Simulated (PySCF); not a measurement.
# Electric field gradients and quadrupole coupling constants

C₆H₇N₃O.
Structure used (GFN2-xTB), in Å, numbered top down from 1:
```
atom  x, y, z in Å
C1     2.823   -0.956   -0.503
C2     1.509   -0.269   -0.424
N3     1.378    0.894   -1.060
N4     0.250    1.522   -0.998
C5    -0.769    1.014   -0.311
C6    -1.998    1.824   -0.321
O7    -3.028    1.542    0.233
C8    -0.623   -0.224    0.361
C9    -1.707   -0.861    1.145
N10    0.542   -0.848    0.285
H11    2.683   -2.030   -0.412
H12    3.447   -0.620    0.324
H13    3.322   -0.701   -1.433
H14   -1.876    2.751   -0.909
H15   -1.355   -1.801    1.561
H16   -2.030   -0.193    1.943
H17   -2.575   -1.031    0.509
```

Field gradients from the PBE0/pcSseg-1 density (PySCF, non-relativistic), principal values in atomic units, ordered |Vxx| ≤ |Vyy| ≤ |Vzz|:

| atom | Vxx | Vyy | Vzz |
| --- | --- | --- | --- |
| N3 | 0.5804 | 0.6455 | -1.2259 |
| N4 | 0.4309 | 0.9486 | -1.3794 |
| O7 | 0.4702 | 1.6107 | -2.0810 |
| N10 | 0.3294 | 0.7636 | -1.0930 |

Find the asymmetry η = (Vxx − Vyy)/Vzz and the couplings χ = eQV/h (234.96 MHz × Q in barn × V in au), with Q(14N) = 0.02044 b, Q(17O) = −0.0256 b.

| atom | environment | nucleus | η | χzz (MHz) | χxx (MHz) | χyy (MHz) |
| --- | --- | --- | --- | --- | --- | --- |
| N3 | pyridine-type nitrogen | 14N | 0.05 | -5.89 | 2.79 | 3.10 |
| N4 | pyridine-type nitrogen | 14N | 0.38 | -6.63 | 2.07 | 4.56 |
| O7 | aldehyde oxygen | 17O | 0.55 | 12.52 | -2.83 | -9.69 |
| N10 | pyridine-type nitrogen | 14N | 0.40 | -5.25 | 1.58 | 3.67 |

The tensor is traceless: Vxx + Vyy + Vzz = 0.

What is Vzz at N10 in SI units (1 au = 9.71736 × 10²¹ V/m²)?

-1.0930 au = -10.621 × 10²¹ V/m².

And the gradient at the other heavy atoms, for which no coupling is worked out here?

| atom | environment | Vzz (au) | η |
| --- | --- | --- | --- |
| C1 | benzylic-type carbon | 0.103 | 0.59 |
| C2 | substituted aromatic carbon | 0.422 | 0.44 |
| C5 | substituted aromatic carbon | 0.250 | 0.37 |
| C6 | aldehyde carbon | 0.542 | 0.17 |
| C8 | substituted aromatic carbon | 0.485 | 0.26 |
| C9 | benzylic-type carbon | 0.115 | 0.66 |

What couplings would deuterons (Q(2H) = 0.00286 b) have in place of the hydrogens, at this geometry?

```tsv
atom	bonded to	bond length (Å)	Vzz (au)	η	χzz (kHz)
H11	C1	1.086	0.3125	0.03	210
H12	C1	1.090	0.3103	0.04	209
H13	C1	1.086	0.3128	0.03	210
H14	C6	1.104	0.2708	0.01	182
H15	C9	1.086	0.3107	0.02	209
H16	C9	1.089	0.3083	0.06	207
H17	C9	1.089	0.3084	0.06	207
```

Isolated species at its GFN2-xTB geometry (one conformer only). GFN2-xTB bond lengths can be off by several hundredths of an ångström, more for odd bonds, and the gradients follow them. These gradients aren't converged with respect to the basis.
